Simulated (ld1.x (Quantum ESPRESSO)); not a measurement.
**What one change does to a pseudopotential (Tl (Z = 81), TM)**

```json
{
 "Element": "thallium",
 "Generator": "ld1.x (Quantum ESPRESSO) 7.5",
 "Type": "norm-conserving Troullier–Martins (Kleinman–Bylander form)",
 "Functional": "PBE",
 "Relativity": "scalar-relativistic",
 "Frozen core": "[Xe] 4f14 5d10",
 "Valence charge": "3",
 "Reference configuration": "6s2 6p1",
 "Partial waves": "6s (bound): rc 2.25 bohr; 6p (bound): rc 2.35 bohr; 6d channel at 0.25 Ry: rc 2.55 bohr",
 "Local potential": "all-electron potential smoothed inside 2.25 bohr (lloc = -1)",
 "Core correction": "a·sin(br)/r model core, default radius (core density twice the valence density)"
}
```

All-electron outer shells of the reference configuration (PBE, scalar-relativistic, ld1.x):

```json
{"shell": "5p", "level (eV)": "-76.10", "outermost node (bohr)": "0.50", "outermost maximum (bohr)": "0.91"}
{"shell": "5d", "level (eV)": "-15.49", "outermost node (bohr)": "0.53", "outermost maximum (bohr)": "1.11"}
{"shell": "6s", "level (eV)": "-9.55", "outermost node (bohr)": "1.04", "outermost maximum (bohr)": "2.08"}
{"shell": "6p", "level (eV)": "-2.37", "outermost node (bohr)": "1.23", "outermost maximum (bohr)": "2.91"}
```

Change: all radii but the core radius scaled by about 0.93 (s 2.10, p 2.18, d 2.38 bohr); local potential all-electron potential smoothed inside 2.10 bohr (lloc = -1).

Cutoffs: the cutoffs (Ry, on a coarse ladder) from which the occupation-weighted sum of valence levels, in a spherical-Bessel basis at the reference potential, stays within 10 and 1 mRy of its value at 400 Ry; they do not see the model core or the augmentation charge, which bear on the density cutoff. Errors are all-electron minus pseudo energies relative to the spin-unpolarised reference configuration.

Question: How do hardness, ghosts and transferability respond?

Answer: The potential gets softer (18 Ry and 30 Ry → 12 Ry and 30 Ry); the bound ghosts move from d to d, s; of the 7 tests that both files solve, the error grows in 0 and shrinks in 5 by more than 15 % and 0.3 meV (median size 46.8 → 30.1 meV). Less of the atom is replaced, so other configurations are described better.

| quantity | base | changed |
| --- | --- | --- |
| cutoff, loose | 18 Ry | 12 Ry |
| cutoff, tight | 30 Ry | 30 Ry |
| bound ghosts | d | d, s |
| error for 6s2 6p0, meV [ΔE 5.17 eV] | -29 | -22 |
| error for 6s1 6p0, meV [ΔE 25.95 eV] | -382 | -215 |
| error for 6s2 6p0.5, meV [ΔE 1.85 eV] | -5.1 | -4.1 |
| error for 6s2 6p1.3, meV [ΔE -0.49 eV] | -0.4 | -0.2 |
| error for 6s1 6p2, meV [ΔE 7.40 eV] | -47 | -30 |
| error for 6s1 6p1, meV [ΔE 13.44 eV] | -123 | -75 |
| error for 6s0 6p3, meV [ΔE 15.21 eV] | -179 | -159 |

 A true bound ghost makes a file unfit for plane-wave use even where its test errors are small: the radial tests pick states by their node count and pass the ghost by.
